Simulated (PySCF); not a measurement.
C₆ coefficients of unlike pairs at UHF

Calculated with PySCF 2.14 from the dipole response of each species, C₆(A,B) = (3/π) ∫ α_A(iu) α_B(iu) du, in atomic units, from isotropic polarisabilities. For ions this is the dispersion term alone; charge-induced terms of lower order in 1/R come first.

| species | configuration | basis | relativity | α (bohr³) | C₆ (like pair) |
| --- | --- | --- | --- | --- | --- |
| B⁺ | [He] 2s2 (1S) | aug-cc-pCVTZ-DK (7s6p4d2f) | spin-free X2C | 11.34 | 31.58 |
| Be | [He] 2s2 (1S) | x2c-QZVPPall with one added diffuse shell each of s, p type (8s5p2d1f) | spin-free X2C | 45.58 | 282.2 |
| Ag³⁺ | [Kr] 4d8 (3F) | def2-QZVPPD with the def2 core potential (28 electrons) (7s5p4d4f2g) | core potential | 3.689 | 16.24 |
| Fe³⁺ | [Ar] 3d5 (6S) | aug-cc-pVDZ-DK (7s6p4d2f) | spin-free X2C | 1.682 | 3.949 |

Task: Estimate C₆ for Fe³⁺ with B⁺.

Result: The integral gives 8.096. The combination rule 2 C_A C_B / (C_A α_B/α_A + C_B α_A/α_B) gives 7.966 and the geometric mean 11.17.

No spin-orbit coupling is included.

The other pairs:

```csv
pair,C₆
"Be, B⁺",90.44
"Fe³⁺, Be",19.22
"Fe³⁺, Ag³⁺",7.969
"Ag³⁺, B⁺",17.33
"Ag³⁺, Be",41.56
```
